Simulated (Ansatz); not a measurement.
Compare A (`C[CH]1[CH2][Al]1[CH3]`) with its isomer B (`C=[CH][Al]([CH3])[CH3]`).

Program: Ansatz. Geometries: PBE0-D4/def2-TZVP. ΔE: electronic, gas phase. CCSD(T)/CBS adds triple-zeta CCSD(T) − MP2 to the extrapolated MP2 energy (def2 sets, frozen cores). Functionals use def2-TZVPP. B3LYP here is the variant with VWN-RPA as its local correlation; programs differ in this. One conformer a species, not always the lowest.

Problem. Which is lower in electronic energy at CCSD(T)/CBS, and by how much? (An estimate is asked.)

Solution. Ansatz gave: B, by 29.8 kcal/mol.

Problem. Give E(B) − E(A) in kcal/mol with ωB97M-V, MP2/def2-TZVPP, B3LYP, CCSD(T)/def2-TZVPP, r2SCAN-D4, HF/def2-TZVPP, PBE-D4. (Best estimate.)

Solution. Ansatz gave: ωB97M-V -28.7, MP2/def2-TZVPP -27.4, B3LYP -31.1, CCSD(T)/def2-TZVPP -29.7, r2SCAN-D4 -27.4, HF/def2-TZVPP -36.9, PBE-D4 -25.2. None reverses the order clearly.

Largest T1 diagnostic: 0.010.

In def2-TZVPP, CCSD(T) changes the Hartree–Fock value by +7.2 kcal/mol (the triples alone add +0.5 kcal/mol) and MP2 by +9.5 kcal/mol.
